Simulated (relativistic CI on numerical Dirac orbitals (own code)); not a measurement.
# V4+ in a cubic cluster: 2p photoemission with charge transfer

Computed with a charge-transfer multiplet model of a cubic metal-ligand cluster with up to 2 ligand holes, Slater and spin-orbit integrals from Dirac-Coulomb-Breit ions, Slater integrals scaled by 0.8. The ground state mixes d1 with configurations of k ligand holes L, whose averages lie at kΔ + k(k − 1)U_dd/2; a core hole lowers each added d electron by U_cd. 300 K, Lorentzian 0.6 eV and Gaussian 0.8 eV FWHM.

Atomic integrals in eV (Slater integrals scaled, ζ unscaled), ground: F2dd 8.057, F4dd 5.049, zeta_d 0.029; with the core hole: F2dd 8.057, F4dd 5.049, zeta_d 0.047, zeta_core 4.606, F2cd 5.989, G1cd 4.613, G3cd 2.623. Where a configuration has fewer than two d electrons, the dd integrals are those of d2.

Cluster parameters (eV): Δ = 2.4, U_dd = 5.9, U_cd = 6.8, 10Dq(ligand) = 1.4, V(eg) = 3.8, V(t2g) = -1.65, final-state hopping factor = 0.8.

| Case | n_d | d1 | d2L | d3L2 | S |
| --- | --- | --- | --- | --- | --- |
| 10Dq = 0.3 eV | 1.83 | 0.32 | 0.52 | 0.15 | 0.50 |
| 10Dq = 0.6 eV | 1.82 | 0.33 | 0.52 | 0.15 | 0.50 |
| 10Dq = 1.2 eV | 1.81 | 0.34 | 0.52 | 0.14 | 0.50 |

Weights, n_d and S are thermal averages at 300 K. Binding energies count from the first peak over 30 % of the highest in each spectrum, which can be another peak from case to case. The parameters are a model scan and need not match a compound or its usual spin state. Peaks in eV (height, largest 100):
- 10Dq = 0.3 eV: 0.0 (100), 3.1 (11), 7.1 (31), 8.1 (31), 13.2 (9)
- 10Dq = 0.6 eV: 0.0 (100), 3.4 (10), 7.2 (32), 8.1 (31), 13.2 (9)
- 10Dq = 1.2 eV: 0.0 (100), 4.0 (10), 7.4 (33), 10.9 (7), 13.2 (9)

Curve for 10Dq = 1.2 eV (points under 2 left out, the grid thinned):

(E (eV), Intensity): (-3.4, 2.1), (-2.9, 3.0), (-2.4, 4.5), (-1.9, 8.2), (-1.4, 19.9), (-0.9, 49.8), (-0.5, 80.1), (0.0, 100.0), (0.5, 83.8), (1.0, 47.1), (1.5, 25.0), (2.0, 13.9), (2.5, 9.1), (3.0, 8.2), (3.5, 9.4), (4.0, 10.0), (4.5, 10.0), (4.9, 10.5), (5.4, 11.9), (5.9, 15.0), (6.4, 21.0), (6.9, 29.1), (7.4, 32.9), (7.9, 31.8), (8.4, 29.6), (8.9, 22.0), (9.4, 12.8), (9.9, 8.1), (10.3, 7.2), (10.8, 7.4), (11.3, 7.0), (11.8, 6.7), (12.3, 7.5), (12.8, 8.7), (13.3, 9.1), (13.8, 8.2), (14.3, 6.1), (14.8, 4.0), (15.3, 2.8), (15.7, 2.2), (20.0, 2.4), (20.5, 3.6), (21.0, 3.8), (21.5, 3.0), (22.0, 2.1)

For the case 10Dq = 1.2 eV, Δ = 2.4 eV is smaller than U_dd = 5.9 eV, the charge-transfer side of the Zaanen-Sawatzky-Allen scheme. With the core hole the average of the configuration with one ligand hole lies at Δ − U_cd = -4.4 eV before mixing: the effective hopping of about 6.3 eV (from the holes of the mixed ground state) is comparable with this gap or larger, so the configurations mix strongly.

With at most 2 ligand holes the space is cut while the next configuration still counts, so covalency is underestimated, and a final configuration with one more ligand hole, which can lie low, is missing from the spectra.
